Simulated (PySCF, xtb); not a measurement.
W(NH)(F)(Cl)3 (Cl3FHNW), SMILES [NH]=[W]([F])([Cl])([Cl])[Cl], multiplicity 1.

GFN2-xTB (xtb) at its own geometry gives an orbital gap of 2.64 eV and a dipole moment of 0.91 D.

The structure is a stationary point at PBE0-D3(BJ)/def2-SVP. The multiplicity is an assumed one; no other spin state was optimised. The structure was generated by enumeration; whether it is a known compound was not checked. The def2 effective core potentials stand for the cores of W; spin–orbit coupling is left out.

What does CAM-B3LYP/def2-TZVP (PySCF) give? (The exact figures need the calculation; the answer reports its results.)

gap 7.44 eV (levels -9.91 and -2.48 eV), dipole 4.30 D.
